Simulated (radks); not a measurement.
The numbers below are computed, except where a source is named.
Q: The mean radii <r> (bohr) of the occupied orbitals of an atom or ion are listed with their occupations. Level of theory: scalar-relativistic Kohn-Sham, SCAN, spin-polarised, spherical densities, finite nucleus; meta-GGA in the generalised Kohn-Sham scheme; Fermi nuclear charge, rms radius of each element as measured or else 0.836 A^(1/3) + 0.57 fm (a radial shooting solver on a logarithmic mesh with Libxc functionals).

| orbital | occ. | <r> |
|---|---|---|
| 1s up | 1 | 0.01606 |
| 1s down | 1 | 0.01606 |
| 2s up | 1 | 0.06756 |
| 2s down | 1 | 0.06756 |
| 2p up | 3 | 0.06141 |
| 2p down | 3 | 0.06140 |
| 3s up | 1 | 0.1728 |
| 3s down | 1 | 0.1727 |
| 3p up | 3 | 0.1742 |
| 3p down | 3 | 0.1741 |
| 3d up | 5 | 0.1575 |
| 3d down | 5 | 0.1575 |
| 4s up | 1 | 0.3524 |
| 4s down | 1 | 0.3528 |
| 4p up | 3 | 0.3655 |
| 4p down | 3 | 0.3659 |
| 4d up | 4 | 0.3645 |

Name the element and its charge. Open shells, if any, are filled with parallel spins first.

A: Z = 82, lead, charge +42: Pb42+ in [Kr] 4d4. The 1s radius gives Z: for a bare nucleus <r> = (2 gamma + 1)/(2Z) with gamma = sqrt(1 - (Z/c)^2), 0.01587 bohr for Z = 82, and screening makes it slightly larger (0.01606 here). The occupations add up to 40, and the charge is Z minus that.
